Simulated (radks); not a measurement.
Dipole-allowed excitations along the series with 2 electrons in [He]. Method: scalar-relativistic Kohn-Sham, LDA (Slater exchange, VWN5 correlation), spin-unpolarised, spherical densities, finite nucleus; Fermi nuclear charge, rms radius of each element as measured or else 0.836 A^(1/3) + 0.57 fm; computed with a radial shooting solver on a logarithmic mesh with Libxc functionals. Time-dependent linear response with the Hartree and adiabatic LDA kernel, continuum included through the Sternheimer equations, no spin-orbit coupling, so fine structure and intercombination lines are absent. Lines are the poles of the dipole polarisability below minus the highest occupied eigenvalue, found on a grid refined at the orbital gaps; the lowest seven at most are given, and weak or close lines can be missed. The first line takes the name of the lowest orbital gap if no other gap lies below it; otherwise a line is named after a gap within 0.6 % of it, if that gap stands alone.

species  -e(HOMO) (eV)  lowest orbital gap (eV)  first line (eV)      f  static alpha (bohr^3)
Be2+            130.82             1s-2p 113.92   114.07 (1s-2p)  0.399                0.05663
B3+             229.21             1s-2p 193.08   193.49 (1s-2p)  0.493                0.02092
C4+             354.81             1s-2p 292.63   293.33 (1s-2p)  0.554               0.009434
N5+             507.67             1s-2p 412.62   413.64 (1s-2p)  0.596               0.004859
